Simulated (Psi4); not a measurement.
H2Ga (SMILES [GaH2]), doublet, geometry from GFN2-xTB (such geometries of metal compounds can be far from the true shape) (the spin is typed, not shown lowest). Base run: Psi4 1.11 with R2SCAN/def2-SVP.

The Psi4 input:
```
memory 2 GB

molecule {
0 2
  Ga    0.05144791    0.01309187    0.03530349
  H    -0.52007380   -1.67523193   -0.40542734
  H    -1.07481131    1.26938408   -0.68898100
}

set basis def2-svp
set reference uks

energy('r2scan')
print_variables()
```

The base run was repeated with changes; each row names its change, and settings that it needs were set with it.

```
change                         ΔE vs base (mEh)  SCF cycles  grid points  basis functions                outcome
-----------------------------  ----------------  ----------  -----------  ---------------  ---------------------
base                                      0.000          10        65479               42              converged
scf_type = pk                             0.107          10        65479               42              converged
soscf = true                                  -           -            -               42  stopped with an error
level_shift = 0.3                         0.000          11        65479               42              converged
dft_radial_points = 35                  -72.720          10        30925               42              converged
dft_pruning_scheme = treutler             0.043          10        36289               42              converged
dft_radial_points = 150                  -0.122          10       129583               42              converged
damping_percentage = 50                       -           -            -               42  stopped with an error
dft_radial_scheme = multiexp             -0.955          10        67793               42              converged
dft_spherical_points = 434                0.001          10        94037               42              converged
scf_type = cd                            -0.149          10        65479               42              converged
dft_spherical_points = 194                0.014          10        42103               42              converged
d_convergence = 1e-10                     0.000          15        65479               42              converged
```

Open shells are given as the SCF converged; they aren't shown to be the lowest states, and a large step between rows can be another state.

- soscf = true: ended with `Fatal Error: Vx: UKS does not support rotated V builds for MGGA's`
- damping_percentage = 50: ended with `Exception: ADIIS minimization failed. File a bug, and include your entire input and output files.`
